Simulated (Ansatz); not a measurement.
One geometry of InH3, several levels of theory.

```yaml
crystal:
  periodic: [false, false, false]
  atoms:
    - {symbol: In, position_ang: [0.000058, -0.000020, -0.000172]}
    - {symbol: H, position_ang: [1.724197, -0.028649, 0.013431]}
    - {symbol: H, position_ang: [-0.837216, 1.507403, -0.017973]}
    - {symbol: H, position_ang: [-0.887039, -1.478744, 0.004714]}
basis:
  gaussian: {orbitals: def2-TZVP, initial_orbitals: start.molden}
hamiltonian: {xc: {name: revPBE}, dispersion: d4}
scf: {omitted_lower_state_checks: [starts]}
output: {orbitals: {seedname: orbitals}}
```

The file start.molden holds the orbitals of an earlier run on this structure, at another level or in another basis.

```sh
$ ansatz run in.yaml --threads 4 --pin off --events-out ev --progress --plain --max-ram 3916MiB
```

Shortened log:

```
Functional definition: revPBE
520 factors; their error is unknown
mean field evaluation 1: about -5222.9736 eV, gradient 4.9e0 eV
mean field evaluation 2: about -5223.0130 eV, gradient 4.4e-2 eV
mean field evaluation 4: about -5223.0070 eV, gradient 5.7e-5 eV
mean field -5223.00701799 eV, -191.9419676297 hartree, gradient 7.6e-5 eV, S^2 0.000000; 0 other end points of the search recorded, 0 dependent functions left out
reference -5223.00708687 eV, -191.9419701611 hartree; 12, 12 occupied and 56, 56 virtual orbitals, 520 factors
Total energy: -5223.11188399 eV, -191.9458213841 hartree
Checks for a lower state left out: starts
```

It took 0.25 s on 4 threads of Arm Neoverse V2 on a shared host.

First input, but with `hamiltonian: {xc: {name: wB97X-V}}` (abridged; 0.75 s):

```
Functional definition: wB97X-V
mean field -5221.06842395 eV, -191.8707256130 hartree, gradient 5.0e-5 eV, S^2 0.000000
Total energy: -5221.06842144 eV, -191.8707255208 hartree
Checks for a lower state left out: starts
```

First input, but with `hamiltonian: {xc: pbe}`, `correlation: {method: rpa}` and without the key `output` (abridged; 0.5 s):

```
Functional definition: PBE
mean field -5221.35078415 eV, -191.8811021590 hartree, gradient 2.3e-6 eV, S^2 0.000000
4 core orbitals not correlated: weight in the atoms' cores, before any rotation towards them, 1.000 or more for the frozen orbitals, at most 0.000 for the correlated occupied ones
Total energy: -5206.88181899 eV, -191.3493774965 hartree
Checks for a lower state left out: starts
```

First input, but with `hamiltonian: {xc: {name: B3LYP}, dispersion: d4}` (abridged; 0.3 s):

```
Functional definition: B3LYP
mean field -5223.65469575 eV, -191.9657693485 hartree, gradient 1.4e-5 eV, S^2 0.000000
Total energy: -5223.71459442 eV, -191.9679705840 hartree
Checks for a lower state left out: starts
```

First input, but with `gaussian: {orbitals: def2-TZVPD, initial_orbitals: start.molden}`, `hamiltonian: {xc: r2scan, dispersion: d4}` (abridged; 0.65 s):

```
Functional definition: r2SCAN
mean field -5223.43080109 eV, -191.9575413715 hartree, gradient 7.7e-5 eV, S^2 0.000000
Total energy: -5223.43871072 eV, -191.9578320449 hartree
Checks for a lower state left out: starts
```

As the first input, with `gaussian: {orbitals: def2-TZVPP, initial_orbitals: start.molden}`, `correlation: {method: ccsd_t}` and without the key `hamiltonian` (abridged; 0.95 s):

```
Functional definition: HF
mean field -5195.03248429 eV, -190.9139224781 hartree, gradient 3.8e-6 eV, S^2 0.000000
4 core orbitals not correlated: weight in the atoms' cores, before any rotation towards them, 1.000 or more for the frozen orbitals, at most 0.000 for the correlated occupied ones
second order -8.28140685 eV of doubles, -0.00000000 eV of singles
cycle   1  -8.34071778 eV  change   -5.9e-2 eV  update   7.5e-2
cycle   2  -8.61330215 eV  change   -2.7e-1 eV  update   2.3e-2
cycle   3  -8.64503410 eV  change   -3.2e-2 eV  update   9.6e-3
cycle   4  -8.64178471 eV  change    3.2e-3 eV  update   2.4e-3
cycle   5  -8.64154293 eV  change    2.4e-4 eV  update   5.4e-4
cycle   6  -8.64145064 eV  change    9.2e-5 eV  update   1.6e-4
cycle   7  -8.64144510 eV  change    5.5e-6 eV  update   4.0e-5
cycle   8  -8.64146415 eV  change   -1.9e-5 eV  update   1.3e-5
perturbative correction -0.20018888 eV, -0.0073568055 hartree
Total energy: -5203.87413731 eV, -191.2388472336 hartree
Checks for a lower state left out: starts
```

Geometry: PBE0-D4/def2-TZVP.

In the def2 sets In takes a core potential; there is no spin–orbit coupling. B3LYP takes the VWN-RPA correlation. Correlated methods freeze 4 core orbitals; core or outer-core shells of In are correlated, in sets that lack core-valence functions.
